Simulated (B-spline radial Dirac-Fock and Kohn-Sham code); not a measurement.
**What relativity does to the binding energies of K¹⁰⁺**

System: the K¹⁰⁺ ion in the configuration [He] 2s2 2p5.

Both columns are ΔSCF binding energies of the configuration average from a B-spline atomic structure program: non-relativistic Hartree-Fock with a point nucleus, and Dirac-Fock with a finite nucleus and the Coulomb interaction alone, averaged over the two j levels with weights 2j+1.

| shell | Hartree-Fock (eV) | Dirac-Fock (eV) | shift (eV) | shift (%) |
| --- | --- | --- | --- | --- |
| 1s | 3904.1 | 3922.3 | +18.13 | +0.46 |
| 2s | 639.3 | 643.1 | +3.79 | +0.59 |
| 2p | 567.9 | 568.7 | +0.73 | +0.13 |

Relativity binds 1s, 2s, 2p more strongly, among those listed most of all 2s in relative terms.

Values without a named source are computed, but for edge energies of neutral atoms, which are taken from tables.
